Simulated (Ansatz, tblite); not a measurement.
Forces on the cluster TaO₂⁻ at its PBE-D4/def2-TZVPD geometry. Total charge -1; singlet.

In the def2 sets Ta takes a core potential; there is no spin–orbit coupling. The xTB rows come from tblite. The structure comes from a short search, and lower isomers may exist.

GFN1-xTB (tblite), largest force 1.18 eV/Å:

```xyz
3
positions Å, forces eV/Å
Ta   -0.151   -0.425    0.532    0.256    0.718   -0.899
O    -1.184   -0.071   -0.851   -0.072   -0.346    0.475
O     1.336    0.497    0.319   -0.183   -0.371    0.424
```

GFN2-xTB (tblite), largest force 1.06 eV/Å:

```
Ta 0.230 0.646 -0.809
O -0.744 -0.465 0.113
O 0.514 -0.181 0.697
```

PBE0-D4/def2-TZVPD (Ansatz), largest force 1.25 eV/Å:

```
Ta 0.272 0.762 -0.955
O 0.438 -0.252 0.744
O -0.710 -0.511 0.211
```
